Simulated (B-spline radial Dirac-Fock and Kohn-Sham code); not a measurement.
# K-shell conversion coefficients of Xe against transition energy

These are calculated numbers from a radial B-spline solver; the model is a Dirac-Hartree-Slater potential of the neutral atom with a Latter tail (no hole, which puts coefficients of high multipoles low close above an edge), finite nucleus with surface currents. Subshells within 1 keV of threshold and pair formation are left out.

| energy (keV) | E1 | E3 | E5 | M1 | M4 | M5 |
| --- | --- | --- | --- | --- | --- | --- |
| 50 | 1.20 | 32.5 | 517 | 5.27 | 3550 | 19100 |
| 67.5 | 0.537 | 20.3 | 545 | 2.20 | 1500 | 10200 |
| 100 | 0.182 | 6.40 | 172 | 0.709 | 300 | 1970 |
| 106 | 0.155 | 5.26 | 138 | 0.601 | 232 | 1490 |
| 130 | 0.0877 | 2.57 | 58.9 | 0.338 | 91.9 | 542 |
| 194 | 0.0290 | 0.585 | 9.53 | 0.112 | 14.5 | 68.9 |
| 200 | 0.0267 | 0.522 | 8.26 | 0.103 | 12.6 | 58.9 |
| 298 | 0.00919 | 0.119 | 1.29 | 0.0359 | 2.09 | 7.65 |
| 348 | 0.00617 | 0.0687 | 0.640 | 0.0240 | 1.06 | 3.55 |
| 349 | 0.00613 | 0.0680 | 0.632 | 0.0239 | 1.05 | 3.50 |
| 367 | 0.00540 | 0.0570 | 0.506 | 0.0210 | 0.845 | 2.74 |
| 429 | 0.00368 | 0.0335 | 0.258 | 0.0141 | 0.439 | 1.30 |
| 500 | 0.00256 | 0.0204 | 0.136 | 0.00966 | 0.235 | 0.636 |
| 764 | 0.00101 | 0.00584 | 0.0273 | 0.00347 | 0.0469 | 0.102 |
| 938 | 0.000674 | 0.00341 | 0.0136 | 0.00215 | 0.0229 | 0.0452 |
| 1000 | 0.000597 | 0.00291 | 0.0111 | 0.00186 | 0.0184 | 0.0355 |
| 1220 | 0.000414 | 0.00181 | 0.00603 | 0.00119 | 0.00966 | 0.0172 |
| 1910 | 0.000195 | 0.000679 | 0.00176 | 0.000449 | 0.00256 | 0.00398 |
| 2000 | 0.000182 | 0.000617 | 0.00157 | 0.000408 | 0.00226 | 0.00346 |
| 2020 | 0.000179 | 0.000605 | 0.00153 | 0.000400 | 0.00219 | 0.00336 |

Task: How fast do they fall between 1910 and 2020 keV?

Result: As powers of the energy: E1 E^-1.57, E3 E^-2.05, E5 E^-2.53, M1 E^-2.09, M4 E^-2.76, M5 E^-3.01. Within one type (E or M) the higher multipoles fall faster.
